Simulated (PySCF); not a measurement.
Identify the unknown among the candidates.

All candidates are C5H10OSSi.

* 13C NMR: chemical shifts (computed TMS as zero) by class: 83.2 (1 C), 81.2 (1 C), 54.3 (1 C), 10.2 (1 C), 4.6 (1 C) ppm [GIAO PBE0/pcSseg-1]
* 1H NMR: chemical shifts (computed TMS as zero) by class: 5.70 (1 H), 3.82 (3 H), 1.94 (3 H), 1.92 (1 H), 1.85 (1 H), 1.30 (1 H) ppm [GIAO PBE0/pcSseg-1]
* Rotational structure: rotational constants A, B, C: 2.816, 0.695, 0.580 GHz [GFN2-xTB]
* Dipole: 0.87 D [PBE0/pcSseg-1]
* NMR, other nuclei: isotropic shieldings of nuclei other than C and H, by class: 315 (1 O), 348 (1 Si), 751 (1 S) ppm [GIAO PBE0/pcSseg-1]

Electronic properties: PySCF, gas phase, density fitting. Levels stand in brackets. Geometry: GFN2-xTB, one conformer, isolated molecule. GFN2-xTB frequencies show an imaginary mode (41i cm⁻¹), so this geometry is no minimum at that level. NMR values are class means; diastereotopic atoms form classes of their own.

**Question.** Which candidate is it?
A. `C/C=C/[Si@@H]1OCCS1`
B. `CCC#C[Si@H](O)SC`
C. `C=CC[C@@H]1CO[SiH2]S1`
D. `O[C@@H]1C[C@@]12C[C@H]2S[SiH3]`
E. `CC#CC[Si@H](S)OC`

**Answer.** E. It is `CC#CC[Si@H](S)OC`. Numbering: `[CH3:1][C:2]#[C:3][CH2:4][Si@H:5]([SH:6])[O:7][CH3:8]`. Its formula, C5H10OSSi, gives 2 degrees of unsaturation: 0 rings and 2 π bonds in the structure found. 5 carbons fall into 5 classes; from least to most shielded: alkyne carbon [C2] (83.2 ppm), alkyne carbon [C3] (81.2 ppm), methoxy carbon [C8] (54.3 ppm), sp3 carbon bound to silicon [C4] (10.2 ppm), propargylic carbon [C1] (4.6 ppm). Hydrogen classes from least to most shielded: 1 H on an oxygen-bound silicon, Si5 (5.70 ppm), 3 H on a methoxy carbon, C8 (3.82 ppm), 3 H on a propargylic carbon, C1 (1.94 ppm), 1 H on an sp3 carbon bound to silicon, C4 (1.92 ppm), 1 H on an sp3 carbon bound to silicon, C4 (1.85 ppm), 1 H on a sulfur bonded to Si and H, S6 (1.30 ppm). The other shieldings belong to: 315 ppm, silyl ether oxygen [O7]; 348 ppm, oxygen-bound silicon [Si5]; 751 ppm, sulfur bonded to Si and H [S6]. The optimised geometry has point group C1 and is an asymmetric top.

The others, at the same levels:
- `O[C@@H]1C[C@@]12C[C@H]2S[SiH3]` fails: its computed 13C shifts are 58.6 (1 C), 25.7 (1 C), 23.2 (1 C), 21.5 (1 C), 18.6 (1 C) ppm, 1H shifts are 4.65 (3 H), 3.95 (1 H), 2.44 (1 H), 1.20 (1 H), 1.15 (1 H), 0.98 (1 H), 0.87 (1 H), 0.86 (1 H) ppm and rotational constant A is 3.157 GHz (against 2.816 GHz).
- `C/C=C/[Si@@H]1OCCS1` fails: its computed 13C shifts are 158.4 (1 C), 131.2 (1 C), 70.3 (1 C), 37.0 (1 C), 26.7 (1 C) ppm, 1H shifts are 6.50 (1 H), 6.15 (1 H), 5.60 (1 H), 4.44 (1 H), 3.83 (1 H), 3.17 (1 H), 2.75 (1 H), 2.03 (3 H) ppm and smallest rotational constant is 0.727 GHz (against 0.580 GHz).
- `C=CC[C@@H]1CO[SiH2]S1` fails: its computed 13C shifts are 143.6 (1 C), 123.9 (1 C), 73.5 (1 C), 52.9 (1 C), 38.3 (1 C) ppm, 1H shifts are 6.85 (1 H), 5.59 (1 H), 5.45 (1 H), 5.42 (1 H), 5.37 (1 H), 4.17 (1 H), 3.77 (1 H), 3.74 (1 H), 2.97 (1 H), 2.31 (1 H) ppm and smallest rotational constant is 0.829 GHz (against 0.580 GHz).
- `CCC#C[Si@H](O)SC` fails: its computed 13C shifts are 117.8 (1 C), 86.7 (1 C), 16.6 (1 C), 16.4 (1 C), 12.6 (1 C) ppm, 1H shifts are 5.27 (1 H), 2.44 (1 H), 2.40 (1 H), 2.08 (3 H), 1.77 (1 H), 1.23 (3 H) ppm and rotational constant A is 1.909 GHz (against 2.816 GHz).

Each candidate is one conformer, not necessarily the lowest. Dipoles, sizes and rotational constants follow the conformer. The torsions of the flexible species, by atom-mapped SMILES:
- `[CH3:1][C:2]#[C:3][CH2:4][Si@H:5]([SH:6])[O:7][CH3:8]`: C3–C4–Si5–S6 -44°, C4–Si5–O7–C8 167°, H–S6–Si5–C4 36°
- `[OH:1][C@@H:2]1[CH2:3][C@@:4]12[CH2:5][C@H:6]2[S:7][SiH3:8]`: C5–C6–S7–Si8 -75°, H–O1–C2–C3 71°
- `[CH3:1][CH2:2][C:3]#[C:4][Si@H:5]([OH:6])[S:7][CH3:8]`: C4–Si5–S7–C8 -54°, H–O6–Si5–C4 -87°

The conformers of `C/C=C/[Si@@H]1OCCS1` and `C=CC[C@@H]1CO[SiH2]S1` aren't listed.
